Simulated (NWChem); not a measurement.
System: C₂H₃ClOSi; SMILES C#C[Si@@H](O)Cl

```xyz
8

C      0.7812     2.6080    -0.2325
C      0.2994     1.5214     0.0284
Si    -0.4509    -0.0966     0.4340
O     -1.8573    -0.3205    -0.3959
Cl     0.9405    -1.5430    -0.0551
H      1.2117     3.5675    -0.4614
H     -0.7794    -0.2095     1.8685
H     -1.8438    -0.1579    -1.3444
```
Atoms are numbered in this order, from 1.

Program: NWChem. Pople sets run with spherical d functions. Geometry: optimised at PBE0/def2-SVP. Isolated, static molecule.

GIAO at Hartree-Fock/6-31G*: principal shieldings of C2 are 32.6, 40.3, 300.7 ppm; an isolated tetramethylsilane molecule has σ = 199.6 ppm at the same levels.

Problem. Find the isotropic 13C shift, its principal values, the span and the skew.

Solution. 
1. σ(iso) = one third of the sum = 124.5 ppm.
2. δ = σ(reference) − σ = 75.1 ppm against tetramethylsilane.
3. δ11, δ22, δ33 = 167.0, 159.3, -101.1 ppm.
4. Span Ω = δ11 − δ33 = 268.1 ppm; skew κ = 3(δ22 − δ(iso))/Ω = 0.94.
